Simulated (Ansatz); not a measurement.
Spin states of H6O5W (SMILES [OH][WH]([OH])([OH])([OH])[OH]), each relaxed with B3LYP-D3(BJ)/def2-TZVP.
State 1 (charge 0, multiplicity 1):
```xyz
12

W     -0.01481    -0.17033     0.12944
O      1.50357    -1.13868     0.76632
H      2.34429    -0.66456     0.78217
O     -1.14801     0.44735     1.52011
H     -1.94417     0.95777     1.32244
O     -1.17697     1.10910    -0.82540
H     -1.07850     1.15942    -1.77917
O     -0.87578    -1.85168     0.03853
H     -0.55509    -2.64746    -0.39547
O      1.38476     1.16570     0.01823
H      1.09401     2.01102    -0.34272
H      0.24645    -0.49013    -1.54030
```
State 2 (charge 0, multiplicity 3):
```xyz
12

W     -0.1791     0.0959    -0.0714
O      1.3898    -1.1491    -0.0166
H      2.2064    -0.6249     0.0118
O     -1.0208     0.8750     1.4713
H     -1.6797     0.2883     1.8701
O     -1.1965     0.7990    -1.4826
H     -1.0178     0.7224    -2.4235
O     -1.1124    -1.5155     0.4732
H     -0.6700    -2.3594     0.3228
O      1.2264     1.3943     0.2714
H      1.0075     2.0661     0.9303
H      0.8260    -0.7046    -1.6626
```

Singlets are restricted, other states unrestricted; no spin–orbit coupling, no relativity up to Kr; see below for the cores. The largest T1 diagnostic is 0.023.

Correlated levels freeze the inner cores; with def2 sets outer-core shells near the valence are correlated too. CBS: X⁻³ extrapolation of the correlation energy, Hartree–Fock from the larger set.

Codes used: Ansatz (a first-principles code) with Gaussian orbitals. Each number belongs to the level named beside it. In def2 rows elements past Kr take small-core potentials, without spin–orbit coupling.

**Question.** Estimate the energy of the multiplicity-3 state less that of the multiplicity-1 state that CCSD(T)/def2-SVP returns for this input.

**Answer.** 52.5 kcal/mol

**Question.** Give the energy of the multiplicity-3 state less that of the multiplicity-1 state at the level CCSD(T)/CBS(def2-SVP, def2-TZVPP).

**Answer.** 50.7 kcal/mol

**Question.** Give the energy of the multiplicity-3 state less that of the multiplicity-1 state at the level CCSD/def2-SVP.

**Answer.** 49.0 kcal/mol
